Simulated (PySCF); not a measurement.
## Single point on HBr

State: ¹Σ⁺ (singlet), closed shell.

An equivalent input (the run itself took its basis sets from the Basis Set Exchange, started from a PBE0 density and held the occupation σ 8α 8β, πx 4α 4β, πy 4α 4β, δx 1α 1β, δy 1α 1β):

```python
from pyscf import gto, scf, cc
mol = gto.M(atom='H 0 0 0; Br 0 0 1.422', basis={'H': 'def2-TZVPP', 'Br': 'def2-TZVPP'},
            charge=0, spin=0, verbose=4, symmetry='C2v')
mf = scf.RHF(mol)
mf.irrep_nelec = {'A1': 18, 'A2': 2, 'B1': 8, 'B2': 8}
mf.conv_tol = 1e-9
mf.max_cycle = 60
mf.diis_space = 10
mf.kernel()
mycc = cc.CCSD(mf, frozen=[0, 1, 2, 3, 4, 5, 6, 7, 8])
mycc.run(conv_tol=1e-7, conv_tol_normt=1e-5, max_cycle=80, diis_space=8)
et = mycc.ccsd_t()
```

The SCF ended at -2573.00150508 hartree. The coupled-cluster part of the log:

```
******** <class 'pyscf.cc.ccsd.CCSD'> ********
CC2 = 0
CCSD nocc = 9, nmo = 53
frozen orbitals [0, 1, 2, 3, 4, 5, 6, 7, 8]
max_cycle = 80
direct = 0
conv_tol = 1e-07
conv_tol_normt = 1e-05
diis_space = 8
diis_start_cycle = 0
diis_start_energy_diff = 1e+09
Init t2, MP2 energy = -2573.28958843348  E_corr(MP2) -0.288083354677126
Init E_corr(CCSD) = -0.288083354680231
cycle = 1  E_corr(CCSD) = -0.29133987330564  dE = -0.00325651863  norm(t1,t2) = 0.0315236
cycle = 2  E_corr(CCSD) = -0.297246500547226  dE = -0.00590662724  norm(t1,t2) = 0.00927857
cycle = 3  E_corr(CCSD) = -0.297883716518822  dE = -0.000637215972  norm(t1,t2) = 0.00329762
cycle = 4  E_corr(CCSD) = -0.298228232945128  dE = -0.000344516426  norm(t1,t2) = 0.00079106
cycle = 5  E_corr(CCSD) = -0.298183127254255  dE = 4.51056909e-05  norm(t1,t2) = 0.000171293
cycle = 6  E_corr(CCSD) = -0.298176851968937  dE = 6.27528532e-06  norm(t1,t2) = 3.16652e-05
cycle = 7  E_corr(CCSD) = -0.298178719789603  dE = -1.86782067e-06  norm(t1,t2) = 1.14377e-05
cycle = 8  E_corr(CCSD) = -0.298178752992963  dE = -3.32033602e-08  norm(t1,t2) = 2.38234e-06
CCSD converged
E(CCSD) = -2573.299683831794  E_corr = -0.2981787529929635
CCSD(T) correction = -0.00888131925003622
```

T1 diagnostic 0.005, D1 0.014, 18 electrons correlated.

Repeating this along the bond gives Re = 1.415 Å and ωe = 2675 cm⁻¹.

A point of this curve took 3.3 CPU seconds beside 0.3 for the integrals, on Arm Neoverse V1 (shared host).

Correlated steps freeze 9 core orbitals.
